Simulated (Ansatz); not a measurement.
Reaction (redistribution): `[OH][Zn][O][SiH3]` + `O=C[SiH2][SiH2][AlH2]` → `O=C[SiH2][Zn][OH]` + `[AlH2][SiH2]O[SiH3]`

Calculated with Ansatz (gas phase, PBE0-D4/def2-TZVP geometries, no zero-point term in ΔE). CCSD(T)/CBS is the MP2 limit (def2-TZVPP, def2-QZVPP) plus CCSD(T) − MP2 in def2-TZVPP, frozen cores. DFT in def2-TZVPP. For Zn outer-core shells are correlated without core-valence functions, which leaves a few kJ/mol of doubt a bond. Scalar relativity is left out up to krypton. Each species was taken in one conformer, which may not be the lowest.

Task: Is it downhill or uphill in electronic energy at CCSD(T)/CBS, and by how much? (Best estimate.)

Result: Computed: Downhill: ΔE = -13.8 kcal/mol.

Task: What do these levels give: r2SCAN-D4, PBE0-D4, r2SCAN, SCS-MP2/def2-TZVPP, SCS-MP2/def2-QZVPP, MP2/CBS(def2)? (An estimate is asked.)

Result: Ansatz gave: r2SCAN-D4 -13.1, PBE0-D4 -13.7, r2SCAN -13.1, SCS-MP2/def2-TZVPP -13.9, SCS-MP2/def2-QZVPP -14.0, MP2/CBS(def2) -13.7 kcal/mol.

Largest T1 diagnostic among the species: 0.017.

From PBE to PBE0 (25 % exact exchange), in def2-TZVPP and without D4, ΔE moves by −1.1 kcal/mol. In def2-TZVPP, CCSD(T) changes the Hartree–Fock value by +4.9 kcal/mol (the triples alone add +0.8 kcal/mol) and MP2 by +5.0 kcal/mol.
